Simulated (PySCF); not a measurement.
WF₅⁺: from structure and modes to constants

These are results of PBE in PySCF with W def2-SVP with ECP60, F def2-SVP; scalar-relativistic core potentials, no spin–orbit coupling; density-fitted integrals, not measurements.

The singlet minimum has D3h symmetry. Masses (u): W 183.95093, F 18.99840.

```xyz
6
charge 1 multiplicity 1, angstrom
W     0.0000    0.0000    0.0000
F     0.0000    0.0000    1.8346
F     0.0000    0.0000   -1.8346
F     1.8077    0.0000    0.0000
F    -0.9038    1.5655    0.0000
F    -0.9038   -1.5655    0.0000
```

Harmonic wavenumbers (cm⁻¹): 99.2 (e', ×2), 203.2 (e', ×2), 253.9 (a2'', ×1), 306.4 (e'', ×2), 725.0 (a1', ×1), 758.0 (a2'', ×1), 773.7 (a1', ×1), 781.8 (e', ×2).

(1) Find the principal moments of inertia and the rotational constants. What kind of rotor is it?

(2) What is the harmonic zero-point energy?

(3) Find the vibrational entropy and heat capacity at 298.15 K.

Answers

(1) About the centre of mass I = 186.24, 221.01, 221.01 u Å². With B = 16.8576/I this gives 0.09051, 0.07628, 0.07628 cm⁻¹. The molecule is a prolate symmetric top.

(2) Half the sum of all 12 wavenumbers, 5292/2 = 2646 cm⁻¹, which is 31.7 kJ/mol (1 cm⁻¹ = 0.0119627 kJ/mol).

(3) With u = 1.43878 ω/T, each mode gives S = R[u/(eᵘ−1) − ln(1−e⁻ᵘ)] and C = R u² eᵘ/(eᵘ−1)².
```csv
ω (cm⁻¹),u,S (J/(mol K)),C (J/(mol K))
99.2 (×2),0.479,14.52,8.16
203.2 (×2),0.981,8.80,7.68
253.9,1.225,7.13,7.35
306.4 (×2),1.479,5.78,6.95
725.0,3.499,1.16,3.27
758.0,3.658,1.02,3.02
773.7,3.734,0.96,2.91
781.8 (×2),3.773,0.93,2.85
```
The sums over all modes are S = 70.3 and C = 67.8 J/(mol K); the softest mode gives 21 % of the entropy (each member, where degenerate).

Stability towards spin polarisation was not tested. This need not be the most stable arrangement of these atoms. With an element this heavy the missing spin–orbit coupling can shift these numbers.
